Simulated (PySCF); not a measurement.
C₃H₈N₂Si.

```xyz
14

C      1.9278    -0.6831     0.1244
Si     0.2993     0.2371     0.0419
N      0.6619     1.9179     0.0964
C     -1.1108    -0.5892     1.0040
N     -1.7371    -1.0132    -0.0374
C     -1.0041    -0.4262    -1.1859
H      1.7585    -1.7677     0.0540
H      2.5896    -0.3812    -0.7026
H      2.4510    -0.4832     1.0731
H     -0.0550     2.6324     0.1091
H      1.5506     2.2654     0.4345
H     -1.4674    -0.8548     2.0112
H     -0.7339    -1.1897    -1.9346
H     -1.6358     0.3176    -1.6994
```

Geometry: PBE0-D3(BJ)/def2-SVP. The structure was generated by enumeration; whether it is a known compound was not checked. Other conformers were not sampled.

Level of theory: HF/pcSseg-1 (PySCF). Non-relativistic, no solvent.

Task: Give the absolute GIAO shielding of each atom: isotropic value and principal components (ppm). (An estimate is asked for; the answer gives what the named calculation found.)

Result: 
```tsv
atom	σ(iso)	σ11	σ22	σ33	span
C1	193.9	187.0	195.8	198.8	11.8
Si2	392.2	359.4	385.4	431.7	72.2
N3	243.3	223.5	242.9	263.5	40.0
C4	-18.6	-169.2	-0.4	113.9	283.1
N5	-269.4	-869.0	-198.3	259.2	1128.2
C6	134.1	100.1	121.8	180.4	80.2
H7	31.6	27.1	28.6	39.1	12.0
H8	31.4	27.1	28.7	38.3	11.1
H9	31.4	27.0	28.8	38.5	11.4
H10	30.6	23.2	26.3	42.4	19.2
H11	30.6	23.1	27.1	41.6	18.5
H12	22.5	18.8	23.7	25.0	6.2
H13	28.1	25.8	27.3	31.1	5.4
H14	28.0	26.0	27.3	30.6	4.6
```
